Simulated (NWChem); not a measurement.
C$_{3}$H$_{5}$F; SMILES FC1CC1

Results from NWChem. All runs use the structure optimised with PBE-D3(BJ)/def2-SVP. Level: PBE/def2-SVP with COSMO at NWChem's default radii, gas-phase geometry; the question gives the dielectric constant.

Predict the results for dielectric constant 37.5. Quantities: electrostatic solvation energy (kcal/mol); dipole in solution (D).


```yaml
electrostatic solvation energy (kcal/mol): -2.3
dipole in solution (D): 1.79
```
